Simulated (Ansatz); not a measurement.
Consider the cleavage of the Si–Al bond: `F[SiH2][AlH][NH][SiH3]` + PH₃ → `F[SiH2]P` + `[AlH2][NH][SiH3]`.

Calculated with Ansatz (gas phase, PBE0-D4/def2-TZVP geometries, no zero-point term in ΔE). CCSD(T)/CBS is the MP2 limit (def2-TZVPP, def2-QZVPP) plus CCSD(T) − MP2 in def2-TZVPP, frozen cores. This one scheme is used for every species. One conformer a species, not always the lowest.

```json
{"species": "`F[SiH2][AlH][NH][SiH3]`", "CCSD(T)/def2-TZVPP energy (Eh)": "-978.83351"}
{"species": "PH₃", "CCSD(T)/def2-TZVPP energy (Eh)": "-342.68940"}
{"species": "`F[SiH2]P`", "CCSD(T)/def2-TZVPP energy (Eh)": "-732.16185"}
{"species": "`[AlH2][NH][SiH3]`", "CCSD(T)/def2-TZVPP energy (Eh)": "-589.37004"}
```

(1) Work out ΔE.

Largest T1 diagnostic among the species: 0.013.

Answers

(1) ΔE = (-732.16185) + (-589.37004) − (-978.83351) − (-342.68940) = -0.00898 Eh = -23.6 kJ/mol. CCSD(T)/CBS gives -26.0 kJ/mol.
